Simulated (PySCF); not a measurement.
**Structure from NMR data**

Molecular formula: C5H7FSi2. Simulated spectra:

$^{1}$H NMR (400 MHz, computed): δ 5.39 (m, 2H), 4.81 (s, 2H), 4.25 (s, 3H).

$^{13}$C{$^{1}$H} NMR (computed): δ 114.5, 113.8, 109.8, 92.9, 74.0.

[PySCF 2.14: geometry from GFN2-xTB; PBE0/pcSseg-1 with gauge-including orbitals; no relativistic terms; one averaged value for each set of equivalent atoms; one computed conformer; gas phase]

δ = σ(ref) − σ, references computed at the same level: $^{1}$H (31.72 ppm), $^{13}$C (186.93 ppm) vs TMS.

**Question.** What is the structure?

**Answer.** 
The formula gives 4 degrees of unsaturation (no ring in the answer). 5 carbon signals for 5 carbons: no two carbons are equivalent. Carbon types of the structure: 4 × C, 1 × CH2, leaving 5 H on heteroatoms. δC 114.5, 113.8, 109.8, 92.9: alkyne carbon. δC 74.0: propargylic sp3 CH2 bonded to F; pulled downfield by the heteroatom. δH 5.39: hydrogen on a propargylic sp3 CH2 bonded to F; its carbon carries F, an electronegative neighbour. δH 4.81: hydrogen on a silicon bonded to 2 C. δH 4.25: hydrogen on a silicon bonded to C.

These data were computed for `FCC#C[SiH2]C#C[SiH3]`.

This is the structure that produced the data.

Splittings by $^{19}$F in the carbon and heteronuclear signals aren't shown, as no couplings were computed. Shifts are as computed. Against solution values, carbons near 30 ppm lie about +3 ppm off and those near 130 ppm about +5 ppm. Of 1309 compounds with measured shifts, 239 miss one by over three times the rms of a fit or turn the order of signals round; such compounds aren't used in these exercises. No couplings were computed; multiplicities are counted from neighbouring protons, with m where these are inequivalent, close in shift, in a saturated or five-membered ring or joined by F or P, and br s for small geminal =CH2 splittings.
